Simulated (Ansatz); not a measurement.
Relaxation of BrCl4HTi (7 atoms, charge 0, multiplicity 1), to a largest force component of 0.03 eV/Å in at most 50 steps.

All numbers below come from RKS PBE/def2-SVP in Ansatz 0.2.0.

```xyz
7
Properties=species:S:1:pos:R:3:forces:R:3
Ti 0.176 0.000 -0.040 0.21 0.00 1.27
Cl 0.385 0.000 2.277 -0.23 0.00 -1.28
Cl 2.213 0.000 -0.773 0.02 0.00 -0.03
Cl -0.746 1.816 -0.793 0.00 -0.05 0.00
Cl -0.746 -1.816 -0.793 0.00 0.05 0.00
Br -3.324 0.000 1.315 0.91 0.00 0.88
H -2.181 0.000 2.295 -0.91 0.00 -0.83
```

Question: Where does it end, and by what steps?

Answer: The forces met the threshold. The force dipped under the threshold on the way, but the program's further checks kept it going. After 8 steps the energy has fallen by 0.171 eV; Br6 moved furthest, 0.50 Å.

| step | energy less start (eV) | largest force component (eV/Å) | accepted |
| --- | --- | --- | --- |
| 0 | 0.0000 | 1.279 | yes |
| 1 | -0.1461 | 0.325 | yes |
| 2 | -0.1607 | 0.128 | yes |
| 3 | -0.1642 | 0.099 | yes |
| 4 | -0.1669 | 0.215 | yes |
| 5 | -0.1693 | 0.102 | yes |
| 6 | -0.1701 | 0.008 | yes |
| 7 | -0.1704 | 0.005 | yes |
| 8 | -0.1707 | 0.025 | yes |

```xyz
7
Properties=species:S:1:pos:R:3
Ti 0.332 0.000 -0.092
Cl 0.306 0.000 2.102
Cl 2.395 0.000 -0.772
Cl -0.666 1.777 -0.834
Cl -0.666 -1.777 -0.834
Br -3.638 0.000 1.710
H -2.286 0.000 2.208
```

Whether the end is a true minimum wasn't checked by a vibrational analysis.

Time of the run: 18 s on 4 threads of Arm Neoverse V2, on a shared host, peak memory 0.25 GiB.
